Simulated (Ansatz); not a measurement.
This geometry of CH5ClSn (8 atoms, charge 0, multiplicity 1) is a first-order saddle point.

Method: Ansatz, RKS BHLYP-D4/def2-SVP.

```xyz
8
Properties=species:S:1:pos:R:3
Sn 0.252 0.066 -0.538
Cl 1.313 -0.229 1.945
H 1.821 0.080 0.365
H -0.884 1.337 -0.259
C -0.956 -1.716 -0.713
H -1.323 -1.971 0.284
H -1.811 -1.523 -1.365
H -0.373 -2.550 -1.105
```

(1) Which two structures does it join? (They come from a converged band through this point; their orientation in space is the band's.)

(2) How far does it lie above each of them?

## Answers

(1) Bonds broken: Sn1–Cl2, Sn1–H3. Bonds formed: Cl2–H3. CH5ClSn becomes CH4Sn + ClH.

Initial state:

```xyz
8
Properties=species:S:1:pos:R:3
Sn 0.251 -0.002 -0.013
Cl 0.815 -0.349 2.257
H 1.731 0.152 -0.843
H -0.651 1.443 -0.052
C -0.881 -1.716 -0.610
H -1.664 -1.903 0.126
H -1.337 -1.545 -1.587
H -0.226 -2.587 -0.665
```

Final state:

```xyz
8
Properties=species:S:1:pos:R:3
Sn -0.074 0.296 -1.096
Cl 1.406 -0.097 1.544
H 2.583 -0.181 1.045
H -1.253 1.150 -0.080
C -1.019 -1.669 -0.738
H -1.237 -1.826 0.322
H -1.973 -1.691 -1.279
H -0.397 -2.488 -1.105
```

(2) 222.9 kJ/mol above the first and 80.0 kJ/mol above the second. This is the barrier of this one path; another mechanism may lie lower. The orbitals stay closed-shell, which can raise the energy where a bond breaks towards radicals; this wasn't checked here.

The run took 3.6 min on 1 thread of Arm Neoverse V1, with other jobs on the host, peak memory 0.17 GiB.
